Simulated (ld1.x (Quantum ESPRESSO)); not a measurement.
## Reading a pseudo-wave (germanium (Ge))

Columns: radius, all-electron u(r) and pseudo u(r) of the 4p shell (level -3.90 eV) of germanium in the configuration [Ar] 3d10 4s2 4p2; PBEsol, scalar-relativistic, TM semilocal scheme, ld1.x (Quantum ESPRESSO) 7.5.

| r (bohr) | all-electron | pseudo |
| --- | --- | --- |
| 0.113 | 0.1486 | 0.0036 |
| 0.225 | -0.0003 | 0.0143 |
| 0.338 | -0.1783 | 0.0321 |
| 0.450 | -0.2471 | 0.0566 |
| 0.563 | -0.2204 | 0.0880 |
| 0.675 | -0.1387 | 0.1254 |
| 0.788 | -0.0326 | 0.1689 |
| 0.900 | 0.0770 | 0.2170 |
| 1.013 | 0.1816 | 0.2693 |
| 1.125 | 0.2746 | 0.3234 |
| 1.238 | 0.3558 | 0.3783 |
| 1.350 | 0.4236 | 0.4308 |
| 1.463 | 0.4797 | 0.4797 |
| 1.575 | 0.5243 | 0.5221 |
| 1.688 | 0.5594 | 0.5573 |
| 1.800 | 0.5852 | 0.5841 |
| 1.913 | 0.6035 | 0.6031 |
| 2.025 | 0.6150 | 0.6149 |
| 2.138 | 0.6207 | 0.6207 |
| 2.250 | 0.6215 | 0.6215 |
| 2.363 | 0.6181 | 0.6181 |
| 2.475 | 0.6112 | 0.6112 |
| 2.588 | 0.6015 | 0.6015 |
| 2.700 | 0.5895 | 0.5895 |
| 2.813 | 0.5755 | 0.5755 |
| 2.925 | 0.5601 | 0.5601 |

Question: How many radial nodes do the two functions have?

Answer: The all-electron 4p function has n − l − 1 = 2; the pseudo-wave has 0, since the states of the same l below it are removed with the core.

Question: At about which radius was the pseudo-wave matched?

Answer: 2.25 bohr. The columns agree to 0.0005 from 1.91 bohr on; several derivatives are matched, so the curves merge somewhat inside the radius.

Question: Is the pseudo-wave norm-conserving?

Answer: Yes: the TM semilocal scheme keeps the norm inside the radius equal to the all-electron one, which fixes the energy derivative of the logarithmic derivative at the level.
